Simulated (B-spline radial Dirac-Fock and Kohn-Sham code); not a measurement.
Magnetic form factor of the 4d shell of Rh

System: the Rh atom in the configuration 1s2 2s2 2p6 3s2 3p6 3d10 4s2 4p6 4d7 5s1 5p1 (not the ground configuration).

Input of the calculation (task.json; shells as n, l, electrons):

```json
{"items": [{
  "Z": 45,
  "q": 0,
  "cfg": [[1, 0, 2], [2, 0, 2], [2, 1, 6], [3, 0, 2], [3, 1, 6], [3, 2, 10], [4, 0, 2], [4, 1, 6], [4, 2, 7], [5, 0, 1], [5, 1, 1]],
  "A": 103,
  "rrms": 4.4945,
  "do": ["scatter"],
  "s": [0.0, 0.05, 0.1, 0.15, 0.2, 0.25, 0.3, 0.35, 0.4, 0.45, 0.5, 0.6, 0.7, 0.8, 0.9, 1.0, 1.1, 1.2, 1.4, 1.6, 1.8, 2.0, 2.5, 3.0, 3.5, 4.0, 5.0, 6.0],
  "pz": [0, 0.1, 0.2, 0.3, 0.4, 0.5, 0.6, 0.8, 1.0, 1.2, 1.4, 1.6, 1.8, 2.0, 2.5, 3.0, 4.0, 5.0, 7.0, 10.0, 15.0, 20.0, 30.0, 40.0, 60.0, 100.0],
  "hv_scatter": [2000, 5000, 8047.8, 20000, 30000, 100000, 200000, 1000000]
}]}
```

Run with: `python xray_run.py task.json out`

These are calculated numbers from an atomic code on a B-spline grid; the model is configuration-average Dirac-Fock orbitals. ⟨j_K⟩ is the integral of the 4d radial density with the spherical Bessel function j_K(4πsr), s = sin θ/λ.

| s (Å⁻¹) | ⟨j0⟩ | ⟨j2⟩ | ⟨j4⟩ |
| --- | --- | --- | --- |
| 0 | 1.0000 | 0.0000 | 0.0000 |
| 0.05 | 0.9537 | 0.0183 | 0.0002 |
| 0.1 | 0.8292 | 0.0651 | 0.0023 |
| 0.15 | 0.6606 | 0.1222 | 0.0093 |
| 0.2 | 0.4843 | 0.1717 | 0.0226 |
| 0.25 | 0.3264 | 0.2033 | 0.0406 |
| 0.3 | 0.1998 | 0.2148 | 0.0602 |
| 0.35 | 0.1069 | 0.2091 | 0.0783 |
| 0.4 | 0.0443 | 0.1911 | 0.0927 |
| 0.45 | 0.0060 | 0.1661 | 0.1023 |
| 0.5 | -0.0143 | 0.1382 | 0.1070 |
| 0.6 | -0.0220 | 0.0849 | 0.1038 |
| 0.7 | -0.0104 | 0.0438 | 0.0894 |
| 0.8 | 0.0043 | 0.0172 | 0.0703 |
| 0.9 | 0.0156 | 0.0027 | 0.0512 |
| 1 | 0.0219 | -0.0034 | 0.0346 |
| 1.1 | 0.0240 | -0.0043 | 0.0214 |
| 1.2 | 0.0231 | -0.0025 | 0.0119 |
| 1.4 | 0.0171 | 0.0034 | 0.0015 |
| 1.6 | 0.0102 | 0.0080 | -0.0013 |

Radial moments of the shell: ⟨r²⟩ = 2.582, ⟨r⁴⟩ = 13.17, ⟨r⁶⟩ = 123.9 in powers of bohr.
